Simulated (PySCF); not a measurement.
A GIAO shielding run with PySCF 2.14.0 with density-fitted response routines (density fitting, non-relativistic, gas phase) on SMILES C1CC[S@@](=O)C(F)=C1, C5H7FOS:

```
{"job": {"kind": "nmr", "xc": "PBE0", "basis": "pcSseg-1"}, "charge": 0, "multiplicity": 1}
O      0.100629     2.060124     1.549212
S      0.713537     1.822612     0.244324
C     -0.625980     1.071011    -0.796153
C     -1.218586    -0.096225    -0.034142
C     -0.301465    -1.314069    -0.083123
C      1.117181    -0.999379     0.259736
C      1.602118     0.220717     0.393520
F      2.905977     0.419737     0.681531
H     -1.359787     1.858830    -0.959007
H     -0.181008     0.780590    -1.745204
H     -2.197871    -0.360174    -0.438054
H     -1.357987     0.223153     1.002781
H     -0.315718    -1.752172    -1.087543
H     -0.667888    -2.082326     0.601818
H      1.782434    -1.844440     0.388392
```

Hardware: 1 thread of an x86-64 server CPU, shared host. The job also computes population analyses, field gradients.

Problem. How large is the calculation?

Solution. 70 electrons, 178 basis functions and 944 auxiliary functions.

Problem. How long does it take?

Solution. 43 s of wall time, with 15 SCF cycles and 5 response iterations. Times on a shared host scatter by some tens of per cent.
